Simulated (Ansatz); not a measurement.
Li₃F₃. The state is a triplet with charge 0. Geometry r2SCAN-D4/def2-TZVP, that of the neutral singlet; atoms count from 1.

```
atom    x (Å)    y (Å)    z (Å)
 Li1  -1.5271   0.3389  -0.5135
 Li2   1.2894   0.7152  -0.7270
 Li3   0.2363  -1.0543   1.2404
  F4  -1.3840  -0.7678   0.7804
  F5  -0.2536   1.1317  -1.3314
  F6   1.6390  -0.3637   0.5510
```

At PBE0-D4/def2-TZVP a singlet of charge 0 lies 8.05 eV below the triplet at the same geometry. The structure comes from a short search, and lower isomers may exist.

Estimate the Mulliken populations from the PBE0/def2-TZVP orbitals of Ansatz.


| atom | charge (e) | spin (α − β) |
| --- | --- | --- |
| Li1 | 0.61 | 0.24 |
| Li2 | 0.44 | 0.39 |
| Li3 | 0.44 | 0.39 |
| F4 | -0.53 | 0.29 |
| F5 | -0.53 | 0.29 |
| F6 | -0.42 | 0.40 |
Mulliken values and Mayer orders depend strongly on the basis.

Where does the spin sit?

Summed by element: Li 1.02, F 0.98, of 2 unpaired in all. Largest on single atoms: F6 0.40, Li3 0.39, Li2 0.39.

And the Mayer bond orders between bonded heavy atoms (over 0.3)?

Li2–Li3 0.33 (2.85 Å).
